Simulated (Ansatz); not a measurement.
Relaxation of a periodic cell of 39 atoms, H₆C₃F₄ (contents 3 C2H6 + 3 CF4, density as packed 0.82 g/cm³ with natural masses), to a largest force component of 0.3 eV/Å in at most 15 steps.

The calculation used Ansatz, DFT PBE-D3(BJ), scalar-relativistic, plane waves, PAW. Settings: cutoff 420 eV, k mesh 1x1x1, fermi-dirac smearing 0.02 eV, no spin polarisation.

```xyz
39
Lattice="8.9366 0.0000 0.0000 0.0000 8.9366 0.0000 0.0000 0.0000 8.9366" Properties=species:S:1:pos:R:3
C 1.452 0.396 3.160
C 2.850 0.649 2.607
H 1.022 1.309 3.579
H 0.777 0.040 2.378
H 1.471 -0.356 3.952
H 3.280 -0.264 2.188
H 2.832 1.402 1.815
H 3.525 1.006 3.389
C 8.876 2.393 8.178
C 7.533 1.689 8.012
H 8.761 3.479 8.128
H 9.333 2.151 9.140
H 9.576 2.097 7.393
H 7.648 0.604 8.062
H 6.833 1.986 8.797
H 7.076 1.932 7.050
C 5.672 5.189 8.776
C 5.671 5.206 7.252
H 5.649 6.204 9.182
H 4.802 4.656 9.167
H 6.566 4.696 9.165
H 5.693 4.192 6.846
H 4.777 5.699 6.863
H 6.541 5.740 6.862
C 0.745 7.021 8.084
F 1.072 5.732 8.089
F 0.020 7.290 7.003
F 0.036 7.302 9.174
F 1.850 7.758 8.072
C 7.770 2.889 3.631
F 7.770 1.813 2.851
F 8.997 3.101 4.095
F 7.373 3.946 2.928
F 6.938 2.698 4.649
C 6.729 6.775 4.149
F 5.813 5.822 4.003
F 7.793 6.483 3.408
F 6.222 7.940 3.758
F 7.087 6.854 5.426
```

Where does it end, and by what steps?

It converged. The threshold is loose, so the end isn't yet a minimum. The force dipped under the threshold on the way, but the program's further checks kept it going. Limits of this set-up: coarse k mesh. After 2 steps the energy has fallen by 0.411 eV; F39 moved furthest, 0.39 Å.

| step | energy less start (eV) | largest force component (eV/Å) | accepted |
| --- | --- | --- | --- |
| 0 | 0.0000 | 0.440 | yes |
| 1 | -0.2973 | 0.166 | yes |
| 2 | -0.4107 | 0.070 | yes |

```xyz
39
Lattice="8.9366 0.0000 0.0000 0.0000 8.9366 0.0000 0.0000 0.0000 8.9366" Properties=species:S:1:pos:R:3
C 1.580 0.257 3.173
C 2.949 0.574 2.576
H 1.162 1.138 3.672
H 0.862 -0.054 2.400
H 1.633 -0.547 3.922
H 3.400 -0.307 2.096
H 2.876 1.366 1.814
H 3.647 0.926 3.349
C 8.861 2.372 8.194
C 7.515 1.667 8.043
H 8.748 3.463 8.140
H 9.334 2.136 9.159
H 9.564 2.077 7.402
H 7.620 0.576 8.099
H 6.812 1.972 8.831
H 7.048 1.902 7.077
C 5.632 5.145 8.884
C 5.622 5.120 7.359
H 5.633 6.177 9.264
H 4.753 4.635 9.305
H 6.527 4.647 9.281
H 5.614 4.094 6.965
H 4.743 5.640 6.947
H 6.509 5.619 6.956
C 0.843 7.044 8.155
F 1.172 5.748 8.144
F 0.137 7.332 7.059
F 0.108 7.306 9.240
F 1.954 7.786 8.175
C 7.632 2.893 3.568
F 7.663 1.777 2.834
F 8.848 3.156 4.063
F 7.244 3.910 2.796
F 6.772 2.737 4.580
C 6.681 7.045 3.945
F 5.752 6.086 3.874
F 7.727 6.728 3.176
F 6.156 8.203 3.534
F 7.095 7.174 5.209
```

The run took 8 s on 1 thread of Intel(R) Xeon(R) 6975P-C (Granite Rapids), with other jobs on the host, peak memory 0.61 GiB.
